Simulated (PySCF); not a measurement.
Cu2, multiplicity 1.

```xyz
2

Cu     0.0000     0.0000    -1.1457
Cu     0.0000     0.0000     1.1457
```

Geometry: B3LYP-D3(BJ)/def2-TZVP. The spin state was assumed, not searched.

Level of theory: B3LYP/pcSseg-2 in PySCF. Non-relativistic, no solvent.

Computed absolute GIAO shielding of each atom: isotropic value and principal components (ppm):
```
atom  σ(iso)     σ11     σ22     σ33   span
----  ------  ------  ------  ------  -----
Cu1   2241.6  2156.9  2156.9  2411.0  254.1
Cu2   2241.6  2156.9  2156.9  2411.0  254.1
```
